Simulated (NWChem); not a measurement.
System: triethylamine (C₆H₁₅N); SMILES CCN(CC)CC

NWChem input:

```
start job
memory heap 200 mb stack 900 mb global 1100 mb
geometry units angstroms noautosym nocenter noautoz
  C      0.639750     0.332466     2.474301
  C      0.803874    -0.480285     1.201331
  N      0.370917     0.204728     0.000000
  C     -1.015078     0.636539     0.000000
  C     -2.079432    -0.460868     0.000000
  C      0.803874    -0.480285    -1.201331
  C      0.639750     0.332466    -2.474301
  H      1.093649     1.328472     2.355641
  H      1.136280    -0.176424     3.314121
  H     -0.414822     0.469649     2.757952
  H      0.308242    -1.471022     1.332036
  H      1.875217    -0.707813     1.068880
  H     -1.168141     1.290562    -0.873093
  H     -1.168141     1.290562     0.873093
  H     -2.005872    -1.107544    -0.888511
  H     -2.005872    -1.107544     0.888511
  H     -3.086540    -0.015895     0.000000
  H      0.308242    -1.471022    -1.332036
  H      1.875217    -0.707813    -1.068880
  H     -0.414822     0.469649    -2.757952
  H      1.136280    -0.176424    -3.314121
  H      1.093649     1.328472    -2.355641
end
basis spherical
  C library def2-svp
  N library def2-svp
  H library def2-svp
end
dft
  xc xpbe96 cpbe96
  iterations 150
  semidirect filesize 400000000
end
property
  efieldgrad
end
task dft property
```

Output (shortened):

```
             Northwest Computational Chemistry Package (NWChem) 7.3.0
             --------------------------------------------------------

                             Geometry "geometry" -> ""
                             -------------------------

 Output coordinates in angstroms (scale by  1.889725989 to convert to a.u.)

  No.       Tag          Charge          X              Y              Z
 ---- ---------------- ---------- -------------- -------------- --------------
    1 C                    6.0000     0.63975000     0.33246600     2.47430100
    2 C                    6.0000     0.80387400    -0.48028500     1.20133100
    3 N                    7.0000     0.37091700     0.20472800     0.00000000
    4 C                    6.0000    -1.01507800     0.63653900     0.00000000
    5 C                    6.0000    -2.07943200    -0.46086800     0.00000000
    6 C                    6.0000     0.80387400    -0.48028500    -1.20133100
    7 C                    6.0000     0.63975000     0.33246600    -2.47430100
    8 H                    1.0000     1.09364900     1.32847200     2.35564100
    9 H                    1.0000     1.13628000    -0.17642400     3.31412100
   10 H                    1.0000    -0.41482200     0.46964900     2.75795200
   11 H                    1.0000     0.30824200    -1.47102200     1.33203600
   12 H                    1.0000     1.87521700    -0.70781300     1.06888000
   13 H                    1.0000    -1.16814100     1.29056200    -0.87309300
   14 H                    1.0000    -1.16814100     1.29056200     0.87309300
   15 H                    1.0000    -2.00587200    -1.10754400    -0.88851100
   16 H                    1.0000    -2.00587200    -1.10754400     0.88851100
   17 H                    1.0000    -3.08654000    -0.01589500     0.00000000
   18 H                    1.0000     0.30824200    -1.47102200    -1.33203600
   19 H                    1.0000     1.87521700    -0.70781300    -1.06888000
   20 H                    1.0000    -0.41482200     0.46964900    -2.75795200
   21 H                    1.0000     1.13628000    -0.17642400    -3.31412100
   22 H                    1.0000     1.09364900     1.32847200    -2.35564100

 Effective nuclear repulsion energy (a.u.)     339.6742265947

  pbe96 is a nonlocal functional; adding pw91lda local functional.
                              NWChem Property Module
                              ----------------------

  itol2e modified to match energy
  convergence criterion.

                                 NWChem DFT Module
                                 -----------------

 Summary of "ao basis" -> "ao basis" (spherical)
 ------------------------------------------------------------------------------
       Tag                 Description            Shells   Functions and Types
 ---------------- ------------------------------  ------  ---------------------
 C                          def2-svp                 6       14   3s2p1d
 N                          def2-svp                 6       14   3s2p1d
 H                          def2-svp                 3        5   2s1p

  itol2e modified to match energy
  convergence criterion.

            General Information
            -------------------
          SCF calculation type: DFT
          Wavefunction type:  closed shell.
          No. of atoms     :    22
          No. of electrons :    58
           Alpha electrons :    29
            Beta electrons :    29
          Charge           :     0
          Spin multiplicity:     1
          Use of symmetry is: off; symmetry adaption is: off
          Maximum number of iterations: 150
          AO basis - number of functions:   173
                     number of shells:    87
          Convergence on energy requested:  1.00D-07
          Convergence on density requested:  1.00D-05
          Convergence on gradient requested:  5.00D-04

              XC Information
              --------------
          PerdewBurkeErnzerhof Exchange Functional  1.000
            Perdew 1991 LDA Correlation Functional  1.000 local
           PerdewBurkeErnz. Correlation Functional  1.000 non-local

             Grid Information
             ----------------
          Grid used for XC integration:  fine
          Radial quadrature: Mura-Knowles
          Angular quadrature: Lebedev.
          Tag              B.-S. Rad. Rad. Pts. Rad. Cut. Ang. Pts.
          ---              ---------- --------- --------- ---------
          C                   0.70       70          14.0       590
          N                   0.65       70          10.0       590
          H                   0.35       60          15.0       590
          Grid pruning is: on
          Number of quadrature shells:  1390
          Spatial weights used:  Erf1

      Superposition of Atomic Density Guess
      -------------------------------------

 Sum of atomic energies:        -287.48222988

      Non-variational initial energy
      ------------------------------

 Total energy =    -292.752299
 1-e energy   =   -1057.724694
 2-e energy   =     425.298169
 HOMO         =      -0.253204
 LUMO         =       0.079657

------------------------------------------------------------
EAF file 0: "./job.aoints.0" size=354942976 bytes
------------------------------------------------------------
               write      read    awrite     aread      wait
               -----      ----    ------     -----      ----
     calls:      677         0         0         0         0
   data(b): 3.55e+08  0.00e+00  0.00e+00  0.00e+00
   time(s): 0.00e+00  0.00e+00  0.00e+00  0.00e+00  0.00e+00
rate(mb/s): 0.00e+00  0.00e+00
------------------------------------------------------------

   convergence    iter        energy       DeltaE   RMS-Dens  Diis-err
 ---------------- ----- ----------------- --------- --------- ---------
 d= 0,ls=0.0,diis     1   -291.7200873157 -6.31D+02  6.73D-03  5.80D-01
 d= 0,ls=0.0,diis     2   -291.7662790863 -4.62D-02  3.21D-03  1.47D-01
 d= 0,ls=0.0,diis     3   -291.7688033712 -2.52D-03  1.57D-03  1.34D-01
 d= 0,ls=0.0,diis     4   -291.7826186418 -1.38D-02  4.01D-04  3.34D-03
 d= 0,ls=0.0,diis     5   -291.7829433745 -3.25D-04  1.36D-04  3.94D-04
  Resetting Diis
 d= 0,ls=0.0,diis     6   -291.7829940676 -5.07D-05  1.71D-05  5.15D-06
 d= 0,ls=0.0,diis     7   -291.7829946899 -6.22D-07  8.64D-06  4.29D-07
 d= 0,ls=0.0,diis     8   -291.7829946425  4.73D-08  5.15D-06  7.87D-07

[...]

          -----------------------
          Electric field gradient
          -----------------------

 1 a.u. = 0.324123 10**(16) esu/cm**3  ( or statvolts/cm**2 ) = 0.97174 10**(22) v/m**2

 ------------------------------------------------------------
   Atom      X         Y         Z
 ------------------------------------------------------------
    1 C    1.20895   0.62827   4.67575
 ------------------------------------------------------------

 Electric field gradient in molecular frame (a.u.)
         XX             YY             ZZ             XY             XZ             YZ
 ------------------------------------------------------------------------------------------
        0.009071       0.000896      -0.009967       0.005042      -0.004117      -0.020076

 Principal components (a.u.) and orientation
 of principal axis w.r.t. absolute frame                      Asymmetry parameter eta
 --------------------------------------------------------------------------------------
       -0.025334       0.020100       0.005234                       0.586809

        0.006145       0.508110       0.861270
        0.607016       0.682553      -0.407006
        0.794666      -0.525306       0.304237

 ------------------------------------------------------------
   Atom      X         Y         Z
 ------------------------------------------------------------
    2 C    1.51910  -0.90761   2.27019
 ------------------------------------------------------------

 Electric field gradient in molecular frame (a.u.)
         XX             YY             ZZ             XY             XZ             YZ
 ------------------------------------------------------------------------------------------
        0.067715       0.003270      -0.070985       0.044328      -0.068212       0.083520

 Principal components (a.u.) and orientation
 of principal axis w.r.t. absolute frame                      Asymmetry parameter eta
 --------------------------------------------------------------------------------------
       -0.154975       0.097433       0.057543                       0.257396

        0.343128       0.939289      -0.000035
       -0.511804       0.186996       0.838504
        0.787604      -0.287696       0.544895

 ------------------------------------------------------------
   Atom      X         Y         Z
 ------------------------------------------------------------
    3 N    0.70093   0.38688   0.00000
 ------------------------------------------------------------

 Electric field gradient in molecular frame (a.u.)
         XX             YY             ZZ             XY             XZ             YZ
 ------------------------------------------------------------------------------------------
       -0.113943       0.709302      -0.595358       0.805708      -0.000000       0.000000

 Principal components (a.u.) and orientation
 of principal axis w.r.t. absolute frame                      Asymmetry parameter eta
 --------------------------------------------------------------------------------------
        1.202444      -0.607085      -0.595358                       0.009753

        0.522039       0.852921      -0.000000
        0.852921      -0.522039       0.000000
       -0.000000       0.000000       1.000000

 ------------------------------------------------------------
   Atom      X         Y         Z
 ------------------------------------------------------------
    4 C   -1.91822   1.20288   0.00000
 ------------------------------------------------------------

 Electric field gradient in molecular frame (a.u.)
         XX             YY             ZZ             XY             XZ             YZ
 ------------------------------------------------------------------------------------------
       -0.147129       0.026604       0.120525       0.048700      -0.000000      -0.000000

 Principal components (a.u.) and orientation
 of principal axis w.r.t. absolute frame                      Asymmetry parameter eta
 --------------------------------------------------------------------------------------
       -0.159849       0.120525       0.039324                       0.507987

        0.967540      -0.000000       0.252716
       -0.252716      -0.000000       0.967540
        0.000000       1.000000       0.000000

 ------------------------------------------------------------
   Atom      X         Y         Z
 ------------------------------------------------------------
    5 C   -3.92956  -0.87091   0.00000
 ------------------------------------------------------------

 Electric field gradient in molecular frame (a.u.)
         XX             YY             ZZ             XY             XZ             YZ
 ------------------------------------------------------------------------------------------
       -0.011654       0.011966      -0.000312       0.003503       0.000000      -0.000000

 Principal components (a.u.) and orientation
 of principal axis w.r.t. absolute frame                      Asymmetry parameter eta
 --------------------------------------------------------------------------------------
        0.012474      -0.012163      -0.000312                       0.950023

        0.143672       0.989625       0.000000
        0.989625      -0.143672      -0.000000
        0.000000      -0.000000       1.000000

 ------------------------------------------------------------
   Atom      X         Y         Z
 ------------------------------------------------------------
    6 C    1.51910  -0.90761  -2.27019
 ------------------------------------------------------------

 Electric field gradient in molecular frame (a.u.)
         XX             YY             ZZ             XY             XZ             YZ
 ------------------------------------------------------------------------------------------
        0.067715       0.003270      -0.070985       0.044328       0.068212      -0.083520

 Principal components (a.u.) and orientation
 of principal axis w.r.t. absolute frame                      Asymmetry parameter eta
 --------------------------------------------------------------------------------------
       -0.154975       0.097433       0.057543                       0.257396

       -0.343128       0.939289      -0.000035
        0.511804       0.186996       0.838504
        0.787604       0.287696      -0.544895

 ------------------------------------------------------------
   Atom      X         Y         Z
 ------------------------------------------------------------
    7 C    1.20895   0.62827  -4.67575
 ------------------------------------------------------------

 Electric field gradient in molecular frame (a.u.)
         XX             YY             ZZ             XY             XZ             YZ
 ------------------------------------------------------------------------------------------
        0.009071       0.000896      -0.009967       0.005042       0.004117       0.020076

 Principal components (a.u.) and orientation
 of principal axis w.r.t. absolute frame                      Asymmetry parameter eta
 --------------------------------------------------------------------------------------
       -0.025334       0.020100       0.005234                       0.586810

       -0.006145       0.508110       0.861270
       -0.607016       0.682553      -0.407006
        0.794666       0.525306      -0.304236

 ------------------------------------------------------------
   Atom      X         Y         Z
 ------------------------------------------------------------
    8 H    2.06670   2.51045   4.45152
 ------------------------------------------------------------

 Electric field gradient in molecular frame (a.u.)
         XX             YY             ZZ             XY             XZ             YZ
 ------------------------------------------------------------------------------------------
        0.071489      -0.216156       0.144667      -0.166684       0.020308       0.041577

 Principal components (a.u.) and orientation
 of principal axis w.r.t. absolute frame                      Asymmetry parameter eta
 --------------------------------------------------------------------------------------
       -0.297330       0.150088       0.147242                       0.009571

        0.414350       0.449088       0.791602
        0.904146      -0.103642      -0.414461
       -0.104086       0.887456      -0.448985

 ------------------------------------------------------------
   Atom      X         Y         Z
 ------------------------------------------------------------
    9 H    2.14726  -0.33339   6.26278
 ------------------------------------------------------------

 Electric field gradient in molecular frame (a.u.)
         XX             YY             ZZ             XY             XZ             YZ
 ------------------------------------------------------------------------------------------
        0.058701       0.052708      -0.111408       0.095553      -0.154624       0.157549

 Principal components (a.u.) and orientation
 of principal axis w.r.t. absolute frame                      Asymmetry parameter eta
 --------------------------------------------------------------------------------------
       -0.299276       0.151534       0.147742                       0.012674

        0.452731       0.825138      -0.337907
       -0.463772       0.541588       0.701141
        0.761544      -0.160716       0.627870

[...]
```

Level: PBE/def2-SVP. All runs use the structure optimised with PBE0/def2-SVP. No frequency run checked for a minimum. NWChem prints the field gradient with the sign opposite to the second derivative of the potential.
